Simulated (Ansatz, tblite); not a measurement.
Cost and result up the ladder for B₂Sb (3 atoms). Charge 0, multiplicity 2. Geometry: r2SCAN-D4/def2-TZVP.

Cartesian coordinates in Å:
```
B 0.121 -0.659 -0.762
B 0.085 -0.657 0.768
Sb -0.205 1.315 -0.005
```

Ansatz on 2 threads of Intel Xeon 6975P-C on a shared host; xTB runs through tblite on one thread. Times are rough, summed over both states, and most runs start from the orbitals of an earlier one. RPA@PBE/def2-TZVP serves as the yardstick here, not as an exact answer. The other state is a quartet at its own geometry.

In the def2 sets Sb takes a core potential; there is no spin–orbit coupling. The xTB rows come from tblite. B3LYP takes the VWN-RPA correlation. HSE06 is defined as in plane-wave codes, on full-range PBE exchange. Correlated methods freeze 6 core orbitals; core or outer-core shells of Sb are correlated, in sets that lack core-valence functions. The structure comes from a short search, and lower isomers may exist.

Run but left out: HF/STO-3G, HF/def2-TZVP, HF/def2-TZVPP, HF/def2-QZVPP, B2PLYP/def2-TZVP, PBE-QIDH/def2-TZVP, MP2/def2-TZVP, MP2/def2-TZVPP, MP2/def2-QZVPP, CCSD/def2-TZVPP, CCSD(T)/def2-TZVPP (doublet: ⟨S²⟩ 1.02 to 1.75, where a pure state has 0.75).

Correlated methods converge slowly with the basis.

xTB has no spin-polarisation term.

| level | functions | wall time | quartet − doublet (eV) | difference from RPA@PBE/def2-TZVP (eV) | remarks |
| --- | --- | --- | --- | --- | --- |
| GFN1-xTB | 17 | 0.004 s | 1.86 | 0.66 | – |
| GFN2-xTB | 17 | 0.006 s | 1.93 | 0.73 | – |
| PBE-D4/def2-TZVP | 112 | 2.3 s | 1.21 | 0.01 | – |
| BLYP-D4/def2-TZVP | 112 | 2.5 s | 1.34 | 0.14 | – |
| HSE06-D4/def2-TZVP | 112 | 3 s | 1.10 | -0.09 | spin-contaminated (⟨S²⟩ 0.89) (doublet) |
| B3LYP-D4/def2-TZVP | 112 | 3.3 s | 1.26 | 0.06 | spin-contaminated (⟨S²⟩ 0.84) (doublet) |
| BHLYP-D4/def2-TZVP | 112 | 3.4 s | 1.17 | -0.03 | spin-contaminated (⟨S²⟩ 0.94) (doublet) |
| RPA@PBE/def2-TZVP | 112 | 3.7 s | 1.20 | 0.00 | – |
| CAM-B3LYP-D4/def2-TZVP | 112 | 4.2 s | 1.23 | 0.03 | spin-contaminated (⟨S²⟩ 0.90) (doublet) |
| r2SCAN-D4/def2-TZVP (with forces) | 112 | 4.4 s | 1.00 | -0.20 | spin-contaminated (⟨S²⟩ 0.93) (doublet) |
| r2SCANh-D4/def2-TZVP | 112 | 4.7 s | 0.98 | -0.21 | spin-contaminated (⟨S²⟩ 0.96) (doublet) |
| PBE0-D4/def2-TZVP | 112 | 5.4 s | 1.10 | -0.09 | spin-contaminated (⟨S²⟩ 0.89) (doublet) |
| B97M-V/def2-TZVP | 112 | 6.8 s | 1.21 | 0.01 | spin-contaminated (⟨S²⟩ 0.83) (doublet) |
| ωB97X-V/def2-TZVP | 112 | 12 s | 1.22 | 0.03 | spin-contaminated (⟨S²⟩ 0.89) (doublet) |
